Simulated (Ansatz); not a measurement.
CuAsH₄S⁺, that is Cu(AsH3)(SH) with one electron fewer. The state is a doublet with charge 1. Geometry B3LYP-D4/def2-SVP, that of the neutral singlet; atoms count from 1.

```xyz
7

Cu   -0.0582    1.0042   -0.2149
As    0.1841   -1.2922   -0.0828
H     1.0576   -1.9098    0.9925
H     0.7857   -2.0398   -1.2561
H    -1.0135   -2.2013    0.1172
S    -0.2279    3.1505   -0.4051
H    -0.7277    3.2883    0.8492
```

Q: Estimate the Mulliken populations from the PBE0/def2-TZVP orbitals of Ansatz.

A: 
```tsv
atom	charge (e)	spin (α − β)	d electrons
Cu1	0.06	0.10	9.80
As2	0.10	-0.01	–
H3	0.16	0.00	–
H4	0.16	0.00	–
H5	0.16	0.00	–
S6	0.11	0.93	–
H7	0.24	-0.02	–
```
Mulliken values depend strongly on the basis.

Q: Where does the spin sit?

A: Summed by element: Cu 0.10, As -0.01, H -0.02, S 0.93, of 1 unpaired in all. Largest on single atoms: S6 0.93, Cu1 0.10, H7 -0.02.

Q: And the Mayer bond orders between heavy atoms (over 0.3)?

A: Cu1–As2 0.84 (2.31 Å); Cu1–S6 0.96 (2.16 Å).
